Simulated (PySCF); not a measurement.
C₄H₁₁ClSi.
Numbering: `[CH3:1][C:2]([CH3:3])([CH3:4])[SiH2:5][Cl:6]` (hydrogens: H7, H8, H9 on C1; H10, H11, H12 on C3; H13, H14, H15 on C4; H16, H17 on Si5)

Geometry (PBE0-D3(BJ)/def2-SVP, Å), atoms numbered from 1 in this order:
```
atom  x, y, z in Å
C1     1.846    1.187    2.375
C2     1.989    0.331    1.115
C3     0.984    0.778    0.048
C4     1.787   -1.148    1.451
Si5    3.717    0.578    0.383
Cl6    5.146   -0.048    1.759
H7     0.841    1.057    2.813
H8     2.584    0.904    3.142
H9     1.977    2.260    2.160
H10    1.117    1.837   -0.228
H11   -0.047    0.666    0.427
H12    1.063    0.175   -0.871
H13    0.778   -1.309    1.870
H14    2.519   -1.497    2.195
H15    1.882   -1.788    0.559
H16    3.976    2.017    0.086
H17    3.898   -0.233   -0.857
```

Level of theory: PySCF, PBE0-D3(BJ)/def2-SVP geometry optimisation, gas phase.

Masses are those of the commonest isotopes; rigid-rotor values at the optimised geometry. 

What are A, B and C (MHz)?

Ia = 141.11, Ib = 364.98, Ic = 388.81 u·Å²; 505379 MHz·u·Å²/I gives A = 3581, B = 1385, C = 1300 MHz.

Classify the top.

A near-prolate asymmetric top: κ = (2 × 1385 − 3581 − 1300)/(3581 − 1300) = -0.93.

What does the inertial defect say?

Not planar: Δ = Ic − Ia − Ib = -117.29 u·Å². For a rigid frame Δ = −2 Σ m c², so Σ m c² = 58.64 u·Å² lies off the ab plane: 20.79 from hydrogen and 37.86 from heavier atoms. The atom farthest from that plane is 2.18 Å away.

Where do the levels up to J = 4 lie, in K?

Above 0(0,0), as E/k:
J = 1: 1(0,1) 0.129, 1(1,1) 0.234, 1(1,0) 0.238
J = 2: 2(0,2) 0.386, 2(1,2) 0.488, 2(1,1) 0.500, 2(2,1) 0.816, 2(2,0) 0.816
J = 3: 3(0,3) 0.772, 3(1,3) 0.868, 3(1,2) 0.893, 3(2,2) 1.203, 3(2,1) 1.203, 3(3,1) 1.740, 3(3,0) 1.740
J = 4: 4(0,4) 1.287, 4(1,4) 1.375, 4(1,3) 1.416, 4(2,3) 1.718, 4(2,2) 1.720, 4(3,2) 2.256, 4(3,1) 2.256, 4(4,1) 3.008, 4(4,0) 3.008

Predict some low-J microwave lines.

The dipole components are |μa| = 1.91 D, |μb| = 0.32 D, |μc| = 0.00 D. The squared components, which scale the intensities, stand as 1.00 : 0.03 : 0.00 (a : b : c). Some lines, for components of 0.1 D or more:

```json
{"type": "b", "branch": "R", "J(Ka,Kc)": "3(1,2) ← 2(2,1)", "MHz": "1589", "lower level (cm⁻¹)": "0.567"}
{"type": "b", "branch": "Q", "J(Ka,Kc)": "2(1,1) ← 2(0,2)", "MHz": "2369", "lower level (cm⁻¹)": "0.269"}
{"type": "b", "branch": "R", "J(Ka,Kc)": "3(0,3) ← 2(1,2)", "MHz": "5930", "lower level (cm⁻¹)": "0.339"}
{"type": "b", "branch": "Q", "J(Ka,Kc)": "3(2,1) ← 3(1,2)", "MHz": "6476", "lower level (cm⁻¹)": "0.620"}
{"type": "b", "branch": "Q", "J(Ka,Kc)": "2(2,0) ← 2(1,1)", "MHz": "6592", "lower level (cm⁻¹)": "0.348"}
{"type": "b", "branch": "Q", "J(Ka,Kc)": "2(2,1) ← 2(1,2)", "MHz": "6845", "lower level (cm⁻¹)": "0.339"}
{"type": "b", "branch": "R", "J(Ka,Kc)": "4(0,4) ← 3(1,3)", "MHz": "8719", "lower level (cm⁻¹)": "0.603"}
{"type": "b", "branch": "R", "J(Ka,Kc)": "3(1,3) ← 2(0,2)", "MHz": "10039", "lower level (cm⁻¹)": "0.269"}
{"type": "a", "branch": "R", "J(Ka,Kc)": "4(0,4) ← 3(0,3)", "MHz": "10714", "lower level (cm⁻¹)": "0.537"}
{"type": "a", "branch": "R", "J(Ka,Kc)": "4(2,2) ← 3(2,1)", "MHz": "10760", "lower level (cm⁻¹)": "0.836"}
{"type": "b", "branch": "Q", "J(Ka,Kc)": "4(3,1) ← 4(2,2)", "MHz": "11168", "lower level (cm⁻¹)": "1.195"}
{"type": "b", "branch": "Q", "J(Ka,Kc)": "3(3,0) ← 3(2,1)", "MHz": "11185", "lower level (cm⁻¹)": "0.836"}
{"type": "b", "branch": "Q", "J(Ka,Kc)": "4(4,0) ← 4(3,1)", "MHz": "15669", "lower level (cm⁻¹)": "1.568"}
{"type": "b", "branch": "R", "J(Ka,Kc)": "4(3,2) ← 3(2,1)", "MHz": "21928", "lower level (cm⁻¹)": "0.836"}
{"type": "b", "branch": "R", "J(Ka,Kc)": "4(4,0) ← 3(3,1)", "MHz": "26412", "lower level (cm⁻¹)": "1.210"}
```

Stationary, but not proved a minimum. No vibrational averaging or centrifugal distortion is included, and the geometry carries the error of its method. A rigid rotor knows nothing of internal rotation, which can split or shift real lines. Quadrupole hyperfine structure (35Cl) is left out.

The run took 58 s of wall time on one thread, INTEL XEON PLATINUM 8581C at 2.30 GHz (x86_64) (shared host), and the process peaked at 0.62 GiB of memory. These figures are those of the optimisation.
